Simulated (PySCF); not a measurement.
Correlation energy of Mn (manganese, neutral)

[Ar] 3d6 4s1, high-spin 6D determinant (an excited configuration). Computed with PySCF 2.14 in x2c-TZVPPall with one added diffuse shell each of s, p, d, f type (7s6p5d3f1g, 80 functions), with the spin-free X2C one-electron Hamiltonian (Gaussian nucleus). Frozen: [Ne]; 15 electrons correlated.

| level | correlation energy (mhartree) |
| --- | --- |
| CCSD | -489.95 |
| (T) | -15.73 |
| CCSD(T) | -505.68 |

Diagnostics: T1 = 0.021, D1 = 0.0684, largest double amplitude 0.027.

Cost of the coupled-cluster step: of the order of 90 core-seconds, for 15 correlated electrons.

Iterations:

```
CC2 = 0
CCSD nocc = (np.int64(10), np.int64(5)), nmo = (75, 75)
frozen orbitals [[0, 1, 2, 3, 4], [0, 1, 2, 3, 4]]
max_cycle = 100
direct = 0
conv_tol = 1e-08
conv_tol_normt = 1e-06
diis_space = 8
diis_start_cycle = 0
Init t2, MP2 energy = -0.504882855310012
Init E_corr(UCCSD) = -0.504882855323992
cycle = 1  E_corr(UCCSD) = -0.473127193002696  dE = 0.0317556623  norm(t1,t2) = 0.113259
cycle = 2  E_corr(UCCSD) = -0.491766246394416  dE = -0.0186390534  norm(t1,t2) = 0.0535406
cycle = 3  E_corr(UCCSD) = -0.489064062830823  dE = 0.00270218356  norm(t1,t2) = 0.0441236
cycle = 4  E_corr(UCCSD) = -0.489245058895574  dE = -0.000180996065  norm(t1,t2) = 0.0118739
cycle = 5  E_corr(UCCSD) = -0.489865194059026  dE = -0.000620135163  norm(t1,t2) = 0.00720635
cycle = 6  E_corr(UCCSD) = -0.490012298096387  dE = -0.000147104037  norm(t1,t2) = 0.00197922
cycle = 7  E_corr(UCCSD) = -0.489924989607576  dE = 8.73084888e-05  norm(t1,t2) = 0.00135115
cycle = 8  E_corr(UCCSD) = -0.48991308758432  dE = 1.19020233e-05  norm(t1,t2) = 0.000572036
cycle = 9  E_corr(UCCSD) = -0.489945757416721  dE = -3.26698324e-05  norm(t1,t2) = 0.000247204
cycle = 10  E_corr(UCCSD) = -0.48995513361711  dE = -9.37620039e-06  norm(t1,t2) = 0.00012747
cycle = 11  E_corr(UCCSD) = -0.489949349102259  dE = 5.78451485e-06  norm(t1,t2) = 7.88623e-05
cycle = 12  E_corr(UCCSD) = -0.489948327110436  dE = 1.02199182e-06  norm(t1,t2) = 3.82907e-05
cycle = 13  E_corr(UCCSD) = -0.48994936294344  dE = -1.035833e-06  norm(t1,t2) = 2.33156e-05
cycle = 14  E_corr(UCCSD) = -0.489949262331021  dE = 1.00612418e-07  norm(t1,t2) = 8.47054e-06
cycle = 15  E_corr(UCCSD) = -0.489949448754526  dE = -1.86423504e-07  norm(t1,t2) = 3.83916e-06
cycle = 16  E_corr(UCCSD) = -0.489949509262521  dE = -6.05079958e-08  norm(t1,t2) = 2.05125e-06
cycle = 17  E_corr(UCCSD) = -0.489949474403263  dE = 3.48592582e-08  norm(t1,t2) = 5.8985e-07
cycle = 18  E_corr(UCCSD) = -0.489949462557529  dE = 1.18457347e-08  norm(t1,t2) = 3.07307e-07
cycle = 19  E_corr(UCCSD) = -0.48994946479743  dE = -2.23990154e-09  norm(t1,t2) = 1.50202e-07
UCCSD converged
E(UCCSD) = -1157.740146490944  E_corr = -0.4899494647974301
UCCSD(T) correction = -0.0157264663655129
```

This basis was not built for core-valence correlation, so the inner-shell part is incomplete.
